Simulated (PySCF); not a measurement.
Species: C2H5ClSi.
SMILES: `Cl[C@@H]1C[SiH2]1`

Computed with TDDFT PBE0/def2-SVPD, vertical, gas phase, core orbitals frozen in the response in PySCF. Isolated species at its GFN2-xTB geometry, gas phase.

Problem. Predict the UV-vis stick spectrum at this level.

Solution. 

```
state  E (eV)  E (hartree)       f  main configurations (H = HOMO, L = LUMO)
   S1    5.67       0.2083   0.095                    H→L (69%), H→L+1 (27%)
   S2    6.08       0.2233   0.070                    H→L+1 (67%), H→L (25%)
   S3    6.27       0.2306  0.0022                               H→L+2 (86%)
   S4    6.40       0.2351   0.029                               H-1→L (81%)
   S5    6.78       0.2492   0.026                               H→L+3 (93%)
   S6    6.98       0.2564   0.015   H-1→L+1 (73%), H-1→L+2 (8%), H→L+4 (8%)
```

Triplets (Tamm–Dancoff): T1 4.55 eV, H→L (94%); T2 5.32 eV, H→L+1 (81%), H→L+2 (9%).

The lowest singlet comes at 219 nm (547 kJ/mol) in the ultraviolet; it is of moderate strength; its leading configuration is HOMO→LUMO (69%). The lowest level is also the most intense of those listed (f = 0.095). Löwdin shares by element: HOMO carbon 39%, chlorine 27%, silicon 24%; LUMO silicon 39%, chlorine 13%, carbon 11% or more, hydrogen 11% or more (atoms not listed hold the other 26%). Of the 6 states listed, 5 reach f = 0.01 and none stays under 0.0005. The listed states span 1.31 eV, and the widest gap between neighbours is 0.41 eV (S1 to S2). Orbital energies (eV): HOMO-3 -10.22, HOMO-2 -9.03, HOMO-1 -7.99, HOMO -7.00, LUMO -0.30, LUMO+1 0.39, LUMO+2 0.59. The window holds the lowest 6 singlets.

Time: 11 s (with the writing of density and orbital grids); peak memory 0.57 GiB. Hardware: one thread, Arm Neoverse V1 (aarch64), on a shared host.
